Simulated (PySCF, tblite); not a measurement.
Potential energy surface of Si₃, singlet: symmetric bend, bond length relaxed. Scanned: Si-Si-Si angle. Other coordinates (Si-Si bond length) were minimised at B3LYP/def2-TZVP.

Levels of theory: RKS-B3LYP/3-21G = restricted B3LYP/3-21G (PySCF); RHF/LANL2DZ = restricted Hartree-Fock/LANL2DZ, with its core potentials past Ne (PySCF 2.14.0); GFN2-xTB, 300 K electronic temperature (tblite).

Energies in kJ/mol, each method relative to its own lowest point.

```json
[
 {"a / °": "180", "RKS-B3LYP/3-21G": "?", "RHF/LANL2DZ": "?", "GFN2-xTB": "0.24"},
 {"a / °": "170", "RKS-B3LYP/3-21G": "7.71", "RHF/LANL2DZ": "5.17", "GFN2-xTB": "0.00"},
 {"a / °": "160", "RKS-B3LYP/3-21G": "8.25", "RHF/LANL2DZ": "5.17", "GFN2-xTB": "0.34"},
 {"a / °": "150", "RKS-B3LYP/3-21G": "8.24", "RHF/LANL2DZ": "5.00", "GFN2-xTB": "3.70"},
 {"a / °": "140", "RKS-B3LYP/3-21G": "7.35", "RHF/LANL2DZ": "4.42", "GFN2-xTB": "11.74"},
 {"a / °": "130", "RKS-B3LYP/3-21G": "5.54", "RHF/LANL2DZ": "3.28", "GFN2-xTB": "23.89"},
 {"a / °": "120", "RKS-B3LYP/3-21G": "?", "RHF/LANL2DZ": "1.68", "GFN2-xTB": "37.61"},
 {"a / °": "110", "RKS-B3LYP/3-21G": "0.76", "RHF/LANL2DZ": "?", "GFN2-xTB": "?"},
 {"a / °": "100", "RKS-B3LYP/3-21G": "0.00", "RHF/LANL2DZ": "0.00", "GFN2-xTB": "61.16"},
 {"a / °": "90", "RKS-B3LYP/3-21G": "3.67", "RHF/LANL2DZ": "3.61", "GFN2-xTB": "71.27"},
 {"a / °": "80", "RKS-B3LYP/3-21G": "16.40", "RHF/LANL2DZ": "15.29", "GFN2-xTB": "83.93"}
]
```

Question: Fill in the missing entries.

Answer: 
- 180, RKS-B3LYP/3-21G: 7.40
- 180, RHF/LANL2DZ: 5.08
- 120, RKS-B3LYP/3-21G: 3.11
- 110, RHF/LANL2DZ: 0.15
- 110, GFN2-xTB: 50.30
